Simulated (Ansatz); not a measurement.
Two isomers of C3H10BN: A = `CCBCN`, B = `CC(C)BN`.

Calculated with Ansatz (gas phase, PBE0-D4/def2-TZVP geometries, no zero-point term in ΔE). CCSD(T)/CBS is the MP2 limit (def2-TZVPP, def2-QZVPP) plus CCSD(T) − MP2 in def2-TZVPP, frozen cores. Functionals use def2-TZVPP. B3LYP here is the variant with VWN-RPA as its local correlation; programs differ in this. One conformer a species, not always the lowest.

(1) Which isomer does CCSD(T)/CBS put lower? Give the gap. (Estimate.)

(2) Give E(B) − E(A) in kJ/mol with B3LYP-D4, PBE-D4, r2SCAN-D4, B3LYP, CCSD(T)/def2-TZVPP, CCSD/def2-TZVPP, B2PLYP. (Estimate.)

Largest T1 diagnostic: 0.010.

## Answers

(1) Ansatz gave: B, by 176.9 kJ/mol.

(2) The calculation gave: B3LYP-D4 -174.3, PBE-D4 -171.2, r2SCAN-D4 -174.2, B3LYP -172.4, CCSD(T)/def2-TZVPP -179.1, CCSD/def2-TZVPP -177.0, B2PLYP -177.2. None reverses the order clearly.

In def2-TZVPP, CCSD(T) changes the Hartree–Fock value by −9.5 kJ/mol (the triples alone add −2.1 kJ/mol) and MP2 by −14.7 kJ/mol.
